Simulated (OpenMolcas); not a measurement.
# Rb: CASPT2 settings compared

- Program: OpenMolcas 26.06
- Basis: ANO-RCC-VQZP [8s7p4d2f1g]
- Scalar Hamiltonian: DKH2, point nucleus
- Active space: 1 electron in 4 orbitals (5s 5p)
- State averaging: 2S+1 = 2 even, 1 root; 2S+1 = 2 odd, 3 roots
- Spin-orbit coupling: state interaction with AMFI integrals over the reference wave functions, term energies averaged over their components

Methods on the same reference wave functions:
A. CASSCF
B. SS-CASPT2, IPEA 0.3 Eh, imaginary shift 0.3 Eh (closed shells correlated: 3d 4s 4p)
C. SS-CASPT2, IPEA 0.5 Eh, imaginary shift 0.25 Eh (closed shells correlated: 4s 4p)

Energies in cm⁻¹ above 5s ²S_1/2, the measured ground level; measured values from NIST Handbook of Basic Atomic Spectroscopic Data.

```csv
Level,A,B,C,Measured
5s ²S_1/2,0.0,0.0,0.0,0.0
5p ²P°_1/2,10738,12545,12410,12579
5p ²P°_3/2,10873,12680,12545,12817
```

Deviations, from unrounded energies. A percentage is the sum of absolute deviations over the sum of measured energies, with the sign that they share, or ± where signs differ.

| Against measurement | Levels | A | B | C |
| --- | --- | --- | --- | --- |
| mean absolute deviation (cm-1) | 2 | 1900 | 85 | 220 |
| other configurations (%) | 2 | -14.9 | -0.7 | -1.7 |

B lies closest to measurement on these levels and A furthest from it. The largest miss of B in the table is 5p ²P°_3/2, by -140 cm-1. The ranking rests on the paired levels alone, and a cruder setting can come out closer through cancelling errors.

Between B and C the level of the table that moves most is 5p ²P°_1/2, by 130 cm-1 (lowest in C, highest in B).

The lowest spin-free term lies below A's lowest term by 0.302 hartree in B, 0.207 hartree in C.

ANO sets are built for ground and valence states and can reach diffuse excited orbitals poorly. With one active electron the reference holds no correlation, so core polarisation is missing (holds for A). With one active electron, CASPT2 adds the correlation within the correlated inactive shells and between them and that electron, and leaves the splitting within a term as the reference gives it (holds for B; C). Computed and measured levels are paired by configuration, term and J; levels that our copy of the source lacks, or whose pairing is in doubt (as where it misses far off the trend of its configuration), stay unpaired and out of the deviations. Levels of configurations outside the active space are missing.

° marks odd parity.
